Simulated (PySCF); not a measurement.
C4H4Cl2. Atoms are numbered in the order given.

```xyz
10

Cl     0.2778     2.8457     0.0000
C     -0.9254     1.6120     0.0000
C     -0.6582     0.2967     0.0000
C      0.6582    -0.2967     0.0000
C      0.9254    -1.6120     0.0000
Cl    -0.2778    -2.8457     0.0000
H     -1.9446     2.0023     0.0000
H     -1.5183    -0.3790     0.0000
H      1.5183     0.3790     0.0000
H      1.9446    -2.0023     0.0000
```
Charge 0, spin multiplicity 1.

Geometry optimised at PBE0-D3(BJ)/def2-SVP. Other conformers were not sampled.

The numbers are results of PBE0-D3(BJ)/def2-SVP run with PySCF, not measurements.

Frequencies are harmonic and unscaled.

### Question
Estimate the vibrational spectrum. (Estimate from the structure and the level; the computed values follow.)

### Answer

```csv
mode,ν (cm⁻¹),IR (km/mol),Raman (Å⁴/amu),depolarisation,moving atoms (share of kinetic energy)
1,60,0.9,0.0,–,"C 53 %, Cl 39 %, H 8 %"
2,135,2.8,0.0,–,"C 53 %, Cl 38 %, H 9 %"
3,179,0.0,7.9,0.42,"Cl 83 %, C 15 %"
4,312,6.7,0.0,–,"C 69 %, H 28 %"
5,514,0.6,0.0,–,"C 68 %, Cl 25 %"
6,526,0.0,9.5,0.75,"C 66 %, H 31 %"
7,689,0.0,3.2,0.59,"C 76 %, Cl 12 %, H 11 %"
8,731,80.3,0.0,–,"H 77 %, C 22 %"
9,761,0.0,7.5,0.30,"C 73 %, Cl 19 %"
10,794,0.0,4.5,0.75,"H 70 %, C 29 %"
11,807,174.9,0.0,–,"C 64 %, Cl 21 %, H 15 %"
12,957,0.0,11.8,0.75,"H 72 %, C 28 %"
13,980,0.1,0.0,–,"H 83 %, C 17 %"
14,1098,0.0,3.9,0.61,"C 53 %, H 45 %"
15,1190,10.8,0.0,–,H 95 %
16,1249,0.0,125.0,0.46,"H 84 %, C 15 %"
17,1308,43.2,0.0,–,"H 80 %, C 20 %"
18,1389,0.0,3.6,0.68,"H 57 %, C 43 %"
19,1658,75.1,0.0,–,C 95 %
20,1729,0.0,607.9,0.27,C 93 %
21,3204,0.0,80.2,0.34,"H 92 %, C 8 %"
22,3210,12.3,0.0,–,H 92 %
23,3247,0.1,226.0,0.26,"H 91 %, C 9 %"
24,3247,9.2,2.6,0.26,"H 91 %, C 9 %"
```
